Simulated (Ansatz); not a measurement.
The lowest singlet and triplet of NH2 (SMILES [NH2+]); geometries from B3LYP-D3(BJ)/def2-TZVP, each state relaxed from the structure named, with no frequency check.
Singlet (charge 1, multiplicity 1):
```xyz
3

N     -0.00036     0.13720     0.02231
H     -0.84943    -0.48239    -0.07810
H      0.85192    -0.47798    -0.07811
```

A positive gap puts the triplet lower; no zero-point energy. R- takes a restricted singlet. The triplet is unrestricted in single-reference levels. Active spaces average the two states.

Correlated levels freeze the cores.

Codes used: Ansatz (Gaussian orbitals). Values without a source in brackets are computed.

Question: Estimate the gap E(singlet) − E(triplet), vertical, at the singlet's geometry that R-SCS-MP2/cc-pVQZ returns for this input.

Answer: 52 kJ/mol

Question: Predict the gap E(singlet) − E(triplet), vertical, at the singlet's geometry from SA-CASSCF(6,6)/cc-pVTZ.

Answer: 69 kJ/mol

Question: Give the gap E(singlet) − E(triplet), vertical, at the singlet's geometry at the level R-MP2/cc-pVDZ.

Answer: 94 kJ/mol

Doubts at one or more of the structures used: a restricted determinant that unrestricted orbitals would lower (R-MP2/cc-pVDZ, R-SCS-MP2/cc-pVQZ).

Ansatz is a first-principles code.
